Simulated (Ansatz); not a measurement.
System (SMILES): [GeH2] (GeH2) (closed-shell singlet).
Atoms: Ge1, H2, H3. Bonds: Ge1-H2, Ge1-H3.

Basis-set convergence of the highest harmonic wavenumber at PBE with Ansatz (a program for electronic structure). Each level at its own minimum, finite differences of forces, unscaled; the reference is a large set that could be run, not a limit. Cartesian d functions, on some or all atoms, in 6-31G, 6-31G**; all else is spherical. The program fits the integrals of some runs and decomposes those of others, by size. No added dispersion term, no relativity. Reference: the value in def2-QZVPPD, 1851 cm⁻¹, itself unsure by roughly 2 cm⁻¹ (its mean distance from pcseg-3, def2-QZVPP, cc-pVQZ). Deviations are taken from unrounded values.

```json
[
 {"basis": "STO-3G", "functions": "20", "highest harmonic wavenumber (cm⁻¹)": "2189", "minus reference (cm⁻¹)": "338"},
 {"basis": "6-31G", "functions": "33", "highest harmonic wavenumber (cm⁻¹)": "1763", "minus reference (cm⁻¹)": "-88"},
 {"basis": "def2-SV(P)", "functions": "36", "highest harmonic wavenumber (cm⁻¹)": "1865", "minus reference (cm⁻¹)": "14"},
 {"basis": "pcseg-1", "functions": "37", "highest harmonic wavenumber (cm⁻¹)": "1854", "minus reference (cm⁻¹)": "3"},
 {"basis": "def2-SVP", "functions": "42", "highest harmonic wavenumber (cm⁻¹)": "1862", "minus reference (cm⁻¹)": "12"},
 {"basis": "6-31G**", "functions": "45", "highest harmonic wavenumber (cm⁻¹)": "1853", "minus reference (cm⁻¹)": "2"},
 {"basis": "aug-pcseg-1", "functions": "54", "highest harmonic wavenumber (cm⁻¹)": "1852", "minus reference (cm⁻¹)": "1"},
 {"basis": "pcseg-2", "functions": "71", "highest harmonic wavenumber (cm⁻¹)": "1849", "minus reference (cm⁻¹)": "-1"},
 {"basis": "def2-TZVPP", "functions": "76", "highest harmonic wavenumber (cm⁻¹)": "1854", "minus reference (cm⁻¹)": "3"},
 {"basis": "def2-TZVPPD", "functions": "88", "highest harmonic wavenumber (cm⁻¹)": "1854", "minus reference (cm⁻¹)": "3"},
 {"basis": "cc-pVQZ", "functions": "128", "highest harmonic wavenumber (cm⁻¹)": "1854", "minus reference (cm⁻¹)": "3"},
 {"basis": "def2-QZVP", "functions": "135", "highest harmonic wavenumber (cm⁻¹)": "1851", "minus reference (cm⁻¹)": "0"},
 {"basis": "def2-QZVPP", "functions": "149", "highest harmonic wavenumber (cm⁻¹)": "1851", "minus reference (cm⁻¹)": "0"}
]
```

The smallest set listed that lies within 50 cm⁻¹ of the reference with all its larger relatives (same family, alike in diffuse functions; a set with none counts only in the reference's own line) is def2-SV(P) (36 functions, 14 cm⁻¹ off). Inside, with no larger relative to test it: cc-pVQZ. (Relatives not listed, tested too: 6-311G** 1, def2-TZVP 10, aug-pcseg-2 0, pcseg-3 -2, def2-QZVPPD 0 cm⁻¹.)
